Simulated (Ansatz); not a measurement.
Computed with Ansatz on PBE0-D4/def2-TZVP structures; ΔE is electronic, products minus reactants. CCSD(T)/CBS adds triple-zeta CCSD(T) − MP2 to the extrapolated MP2 energy (def2 sets, frozen cores). def2 core potentials past Kr. For Sn outer-core shells are correlated without core-valence functions, which leaves a few kJ/mol of doubt a bond. One conformer a species, not always the lowest.

`[SiH3][O][Sn][O][SiH3]` + `N=C(O)CO` → `OC/C(O)=N\[SiH3]` + `[OH][Sn][O][SiH3]`  (ligand exchange at the Si–O bond)

| species | SCS-MP2/def2-TZVPP energy (Eh) |
| --- | --- |
| `[SiH3][O][Sn][O][SiH3]` | -945.68578 |
| `N=C(O)CO` | -283.92114 |
| `OC/C(O)=N\[SiH3]` | -574.17871 |
| `[OH][Sn][O][SiH3]` | -655.40571 |

(1) Work out ΔE.

Largest T1 diagnostic among the species: 0.016.

Answers

(1) ΔE = (-574.17871) + (-655.40571) − (-945.68578) − (-283.92114) = 0.02250 Eh = +0.61 eV. CCSD(T)/CBS gives +0.59 eV.

From PBE to PBE0 (25 % exact exchange), in def2-TZVPP and without D4, ΔE moves by +0.06 eV. In def2-TZVPP, CCSD(T) changes the Hartree–Fock value by −0.14 eV (the triples alone add −0.03 eV) and MP2 by −0.17 eV.
